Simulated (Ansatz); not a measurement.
Consider the redistribution: `O[SiH](O)N[SiH](F)F` + `C[C]1=[CH][GeH2]1` → `C[SiH](F)N[SiH](O)O` + `F[C]1=[CH][GeH2]1`.

Program: Ansatz. Geometries: PBE0-D4/def2-TZVP. ΔE: electronic, gas phase. CCSD(T)/CBS adds triple-zeta CCSD(T) − MP2 to the extrapolated MP2 energy (def2 sets, frozen cores). Functionals use def2-TZVPP. For Ge outer-core shells are correlated without core-valence functions, which leaves a few kJ/mol of doubt a bond. Scalar relativity is left out up to krypton. One conformer a species, not always the lowest.

```
  level  ΔE (kJ/mol)
 PBE-D4        181.7
ωB97M-V        198.4
```

(1) What does CCSD(T)/CBS give? (Estimate.)

Largest T1 diagnostic among the species: 0.014.

Results:

(1) The calculation gave: +212.9 kJ/mol. The listed levels differ from it by -31.2, -14.5 kJ/mol.

From PBE to PBE0 (25 % exact exchange), in def2-TZVPP and without D4, ΔE moves by +12.0 kJ/mol. In def2-TZVPP, CCSD(T) changes the Hartree–Fock value by −14.5 kJ/mol (the triples alone add −3.8 kJ/mol) and MP2 by −3.7 kJ/mol.
